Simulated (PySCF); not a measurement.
# Structure from NMR data

The spectra below were simulated for a compound C7H8O.

1H NMR (400 MHz, computed): δ 6.56 (m, 1H), 6.42 (m, 1H), 5.78 (m, 1H), 3.11 (s, 2H), 2.40 (s, 3H).

13C{1H} NMR (computed): δ 189.6 (C), 174.5 (C), 151.4 (C), 130.4 (CH2), 130.3 (CH), 55.4 (CH2), 17.9 (CH3).

Method: geometry: GFN2-xTB, shielding tensors at PBE0/pcSseg-1 (GIAO), in PySCF 2.14 (no solvent, averaged over atoms made equivalent by symmetry, fast rotation or ring inversion, single conformer, no relativistic terms).

Shifts are taken against calculated references (same method and geometry level): 1H (σ = 31.72 ppm), 13C (σ = 186.93 ppm) vs TMS.

Task: Propose a structure and justify it.

Result: 
1. The formula gives 4 degrees of unsaturation (1 ring in the answer).
2. 7 carbon signals for 7 carbons: no two carbons are equivalent.
3. Carbon types of the structure: 3 × C, 1 × CH, 2 × CH2, 1 × CH3, which accounts for all hydrogens.
4. δC 189.6: ketone carbonyl carbon; low-lying n→π* states of the double bond to the heteroatom give a large paramagnetic term (-253 ppm).
5. δC 174.5: β carbon of a C=C–C=O unit; conjugation with the carbonyl draws π density from the β position.
6. δC 151.4: α carbon of a C=C–C=O unit; the olefinic region.
7. δC 130.4: terminal =CH2 carbon; an sp2 carbon of a C=C bond.
8. δC 130.3: alkene CH; as expected for a trigonal carbon in a double bond.
9. δC 17.9: allylic methyl carbon; aliphatic region, no heteroatom directly attached.
10. δH 6.56, 5.78: hydrogen on a terminal =CH2 carbon; attached to an sp2 carbon and in the plane of the double bond.

Structure: SMILES C1(C=C)=C(C)CC1=O.

The shifts were computed for this structure.

Shifts are as computed. Against solution values, carbons near 30 ppm lie about +3 ppm off and those near 130 ppm about +5 ppm. Of 1313 compounds with measured shifts, 239 miss one by over three times the rms of a fit or turn the order of signals round; such compounds aren't used in these exercises. Multiplicities follow the n + 1 count of equivalent neighbours, as no J values were calculated; m marks all less simple cases, F and P coupling included.
